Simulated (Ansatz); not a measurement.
Computed with Ansatz on PBE0-D4/def2-TZVP structures; ΔE is electronic, products minus reactants. CCSD(T)/CBS is the MP2 limit (def2-TZVPP, def2-QZVPP) plus CCSD(T) − MP2 in def2-TZVPP, frozen cores. Functionals use def2-TZVPP. B3LYP here is the variant with VWN-RPA as its local correlation; programs differ in this. Each species was taken in one conformer, which may not be the lowest.

`C[SiH2]B(O)O` + `CC(C)[SiH](F)F` → `C[SiH2][SiH](F)F` + `CC(C)B(O)O`  (redistribution)

```tsv
level	ΔE (kJ/mol)
PBE-D4	-16.1
PBE0-D4	-17.5
B3LYP-D4	-16.3
B2PLYP	-15.7
PBE0	-18.1
B3LYP	-17.7
CCSD/def2-TZVPP	-16.0
MP2/def2-QZVPP	-12.9
```

Task: What does CCSD(T)/CBS give? (Estimate.)

Result: The calculation gave: -15.1 kJ/mol. The listed levels differ from it by -1.0, -2.4, -1.2, -0.6, -3.0, -2.6, -0.9, 2.2 kJ/mol.

Largest T1 diagnostic among the species: 0.013.

In def2-TZVPP, CCSD(T) changes the Hartree–Fock value by +6.5 kJ/mol (the triples alone add +1.4 kJ/mol) and MP2 by +8.5 kJ/mol.
